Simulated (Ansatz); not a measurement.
The cluster Cd8Te9⁻. Charge -1, multiplicity 2. Geometry PBE-D4/def2-SVP.

```xyz
17

Cd   -0.147    2.540    3.150
Cd    2.349    3.761   -5.681
Cd   -3.102   -3.612    1.858
Cd    1.646    4.068    0.701
Cd    2.584    2.329   -2.139
Cd   -0.174   -0.447    1.825
Cd   -1.875   -5.800   -0.139
Cd   -1.020   -2.348   -1.056
Te    1.137   -0.518   -0.798
Te   -0.451    5.039    2.166
Te    1.585    1.321   -4.437
Te   -3.107   -6.272    2.219
Te   -0.295    1.895   -0.156
Te    4.074    3.789   -0.443
Te   -2.847   -1.167    0.812
Te    0.345    0.214    4.408
Te   -0.701   -4.791   -2.289
```

In the def2 sets Cd, Te take a core potential; there is no spin–orbit coupling. Single mean-field runs in def2-SVP, def2-mTZVP are fitted with def2-universal-jkfit. The structure comes from a short search, and lower isomers may exist.

Task: Estimate the α-spin orbital energies around the gap (eV) in Ansatz with PBE-D4/def2-SVP, BLYP-D4/def2-SVP, r2SCAN-D4/def2-SVP, r2SCAN-D4/def2-mTZVP, PBE0-D4/def2-SVP.

Result: 
```
orbital  PBE-D4/def2-SVP  BLYP-D4/def2-SVP  r2SCAN-D4/def2-SVP  r2SCAN-D4/def2-mTZVP  PBE0-D4/def2-SVP
 HOMO−5            -3.00             -2.75               -3.24                 -3.26             -3.89
 HOMO−4            -2.81             -2.57               -3.07                 -3.09             -3.74
 HOMO−3            -2.70             -2.47               -2.98                 -3.00             -3.63
 HOMO−2            -2.59             -2.36               -2.88                 -2.90             -3.51
 HOMO−1            -2.50             -2.26               -2.78                 -2.79             -3.36
   HOMO            -2.43             -2.19               -2.72                 -2.74             -3.30
   LUMO            -0.84             -0.70               -0.82                 -0.83             -0.27
 LUMO+1            -0.76             -0.57               -0.70                 -0.72             -0.17
 LUMO+2            -0.37             -0.22               -0.31                 -0.33              0.20
 LUMO+3            -0.29             -0.09               -0.25                 -0.28              0.30
 LUMO+4            -0.21             -0.04               -0.12                 -0.15              0.42
 LUMO+5            -0.04              0.13                0.03                 -0.02              0.58
 β HOMO            -2.49             -2.25               -2.73                 -2.74             -3.34
 β LUMO            -1.82             -1.72               -1.66                 -1.66             -1.16
```
